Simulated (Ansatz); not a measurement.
C₂H₆Te⁺, that is TeMe2 with one electron fewer. Total charge 1; doublet. Geometry PBE-D4/def2-TZVP, that of the neutral singlet; atoms count from 1.

```xyz
9

Te   -1.132    0.684   -0.616
C    -0.901   -1.273    0.268
H    -0.619   -1.170    1.322
H    -0.146   -1.841   -0.286
H    -1.872   -1.776    0.193
C     0.918    1.262   -0.259
H     1.592    0.585   -0.796
H     1.124    1.247    0.817
H     1.037    2.282   -0.643
```

In the def2 sets Te takes a core potential; there is no spin–orbit coupling.

**Question.** Estimate the Mulliken populations from the PBE0/def2-TZVP orbitals of Ansatz.

**Answer.** 
```tsv
atom	charge (e)	spin (α − β)
Te1	0.72	1.04
C2	-0.48	-0.05
H3	0.20	0.02
H4	0.20	0.02
H5	0.21	0.00
C6	-0.48	-0.05
H7	0.20	0.02
H8	0.20	0.02
H9	0.21	0.00
```
Mulliken values depend strongly on the basis.

**Question.** Where does the spin sit?

**Answer.** Summed by element: Te 1.04, C -0.10, H 0.06, of 1 unpaired in all. Largest on single atoms: Te1 1.04, C2 -0.05, C6 -0.05.

**Question.** And the Mayer bond orders between heavy atoms (over 0.3)?

**Answer.** Te1–C2 1.04 (2.16 Å); Te1–C6 1.04 (2.16 Å).
